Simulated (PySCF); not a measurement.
Species: bis(acetamide)dichloroaluminium cation [AlCl2L2]+, C4H10AlCl2N2O2 (charge +1).
Z-matrix (Å and degrees, PBE0-D3(BJ)/def2-SVP geometry), rows numbered from 1:
```
C 
C   1  1.4844
N   2  1.3126  1  120.65
O   2  1.2690  1  117.93  3   179.81
Al  4  1.8071  2  140.26  1  -170.70
Cl  5  2.1142  4  107.73  2   -14.67
Cl  5  2.1141  4  109.32  2   114.84
O   5  1.8069  4  102.60  2  -131.37
C   8  1.2696  5  140.39  4  -127.04
C   9  1.4845  8  117.93  5  -175.04
N   9  1.3124  8  121.50  5     4.72
H   1  1.1006  2  108.29  3  -119.88
H   1  1.0998  2  108.62  3   124.32
H   1  1.0961  2  113.15  3     2.00
H   3  1.0133  2  121.06  1     0.23
H   3  1.0244  2  119.83  1   179.97
H  10  1.0997  9  108.59  8   -54.90
H  10  1.1006  9  108.38  8    60.94
H  10  1.0961  9  113.11  8  -177.18
H  11  1.0133  9  121.03  8  -179.96
H  11  1.0246  9  119.86  8     1.07
```

Computed with PySCF at PBE0/pcSseg-1, non-relativistic, on one gas-phase PBE0-D3(BJ)/def2-SVP geometry that isn't relaxed in the solvent. The solvent is an IEF-PCM continuum (van der Waals radii × 1.2). Specific hydrogen bonds and non-electrostatic terms are outside this model.

Gas phase at PBE0/pcSseg-1: HOMO -12.23 eV, LUMO -4.79 eV.

Q: What does the continuum do to the energy and the frontier levels at PBE0/pcSseg-1 in chloroform and acetonitrile?

A: 
| solvent | ε | E(solvent) − E(gas) (kJ/mol) | polarisation term (kJ/mol) | distortion of the solute (kJ/mol) | HOMO (eV) | LUMO (eV) |
| --- | --- | --- | --- | --- | --- | --- |
| chloroform | 4.711 | -186.21 | -190.82 | 4.61 | -9.83 | -1.75 |
| acetonitrile | 35.69 | -234.18 | -242.69 | 8.51 | -9.32 | -1.03 |

The first energy column is the sum of the next two and covers electrostatics alone. From chloroform to acetonitrile the lowering changes by a factor 1.26, Born's factor 1 − 1/ε by 1.23 and ε itself by 7.6.

Q: Which radius a makes Born's formula ΔE = −(q²/2a)(1 − 1/ε) give the value in acetonitrile?

A: a = q²(1 − 1/ε)/(2|ΔE|) = 2.88 Å, with q = +1 e and |ΔE| = 0.0892 Eh; the farthest nucleus lies 4.55 Å from the centroid of the nuclei. The formula assumes a point charge at the centre of a sphere.

Q: Which Hirshfeld charges (PBE0/pcSseg-1) respond most in acetonitrile (means over atoms taken as equivalent)?

A: 
```tsv
atoms	environment	gas (e)	solvent (e)	change
Cl6/Cl7	chlorine bonded to Al	-0.171	-0.202	-0.031
Al5	aluminium bonded to 2 Cl and 2 O	+0.472	+0.488	+0.016
H15/H20	N–H hydrogen	+0.184	+0.198	+0.014
N3/N11	nitrogen bonded to C and 2 H	-0.090	-0.078	+0.012
O4/O8	oxygen bonded to Al and C	-0.198	-0.205	-0.007
C2/C9	carbon bonded to C, N and O	+0.253	+0.257	+0.004
H16/H21	N–H hydrogen	+0.131	+0.135	+0.004
H12 (×6)	methyl hydrogen	+0.082	+0.081	-0.001
C1/C10	methyl carbon	-0.092	-0.092	0.000
```

Q: Which Mayer bond orders change most in acetonitrile?

A: 
```
   bond  length (Å)    gas  solvent  change
Al5–Cl6       2.114  0.931    0.875  -0.056
Al5–Cl7       2.114  0.926    0.871  -0.055
  C2–O4       1.269  1.296    1.263  -0.033
  O8–C9       1.270  1.295    1.263  -0.032
  C2–N3       1.313  1.478    1.508  +0.030
 C9–N11       1.312  1.479    1.509  +0.030
 O4–Al5       1.807  0.550    0.577  +0.027
 Al5–O8       1.807  0.550    0.577  +0.027
```

Q: How do the nuclear quadrupole coupling constants eQVzz/h respond in acetonitrile?

A: 
```json
{"nucleus": "14N at N3", "Q (barn)": "0.02044", "gas (MHz)": "-2.96", "solvent (MHz)": "-2.74", "η gas": "0.28", "η solvent": "0.32"}
{"nucleus": "17O at O4", "Q (barn)": "-0.0256", "gas (MHz)": "-8.56", "solvent (MHz)": "-8.59", "η gas": "0.73", "η solvent": "0.65"}
{"nucleus": "27Al at Al5", "Q (barn)": "0.1466", "gas (MHz)": "-7.47", "solvent (MHz)": "-6.00", "η gas": "0.23", "η solvent": "0.15"}
{"nucleus": "35Cl at Cl6", "Q (barn)": "-0.0817", "gas (MHz)": "-27.19", "solvent (MHz)": "-26.24", "η gas": "0.25", "η solvent": "0.13"}
{"nucleus": "35Cl at Cl7", "Q (barn)": "-0.0817", "gas (MHz)": "-26.97", "solvent (MHz)": "-26.05", "η gas": "0.25", "η solvent": "0.14"}
{"nucleus": "17O at O8", "Q (barn)": "-0.0256", "gas (MHz)": "-8.58", "solvent (MHz)": "-8.62", "η gas": "0.73", "η solvent": "0.65"}
{"nucleus": "14N at N11", "Q (barn)": "0.02044", "gas (MHz)": "-2.94", "solvent (MHz)": "-2.73", "η gas": "0.29", "η solvent": "0.32"}
```

Hardware: an Arm Neoverse V1 with one thread, no GPU (shared host). Cost: 75 s of wall time, 1.7 GiB resident at most. This is the whole shielding run at PBE0/pcSseg-1 in acetonitrile, SCF included.
